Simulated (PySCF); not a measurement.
Species: C4H9B.
Atom-mapped SMILES: `[BH2:1]/[C:2]([CH3:3])=[CH:4]\[CH3:5]` (hydrogens: H6, H7 on B1; H8, H9, H10 on C3; H11 on C4; H12, H13, H14 on C5)

Method: PBE0-D3(BJ)/def2-SVP geometry optimisation, gas phase (PySCF 2.14.0).

Question: List the bond lengths, angles and torsions at this level.

Answer: 
| bond | length (Å) |
| --- | --- |
| B1–C2 | 1.543 |
| C2–C3 | 1.509 |
| C2=C4 | 1.359 |
| C4–C5 | 1.487 |
| B1–H6, B1–H7 | 1.210 |
| C3–H8, C3–H9, C3–H10 | 1.102 |
| C4–H11 | 1.102 |
| C5–H12, C5–H13, C5–H14 | 1.101 |

Bonds in one row agree within 0.01 Å and their mean is given. A selection of angles:
| angle | degrees |
| --- | --- |
| C2–B1–H6 | 122.5 |
| C2–B1–H7 | 119.8 |
| H6–B1–H7 | 117.7 |
| B1–C2–C3 | 118.8 |
| B1–C2–C4 | 122.0 |
| C3–C2–C4 | 119.2 |
| C2–C3–H8 | 111.1 |
| H8–C3–H9 | 107.9 |
| H8–C3–H10 | 106.1 |
| C2–C4–C5 | 128.9 |
| C2–C4–H11 | 117.2 |
| C5–C4–H11 | 113.9 |
| C4–C5–H12 | 110.1 |
| C4–C5–H14 | 113.0 |
| H12–C5–H13 | 105.9 |
| H12–C5–H14 | 108.8 |

Torsions: B1–C2–C4–C5 1° (synperiplanar).

Of the pairs four or more bonds apart, H6···H14 is among the closest relative to their van der Waals radii: 2.09 Å, 87 % of the sum of Bondi's values. B1 (three-coordinate boron) is planar (angles 122.5°, 119.8° and 117.7°, sum 360.0°, 0.00 Å off the plane of its three neighbours). The C–C distances run from 1.359 Å (C2=C4, drawn double) to 1.509 Å (C2–C3, drawn single), a spread of 0.150 Å. The 5 heavy atoms lie in one plane (0.002 Å rms).

Point group: Cs (every atom within 0.08 Å of its image). Stationary, but not proved a minimum.
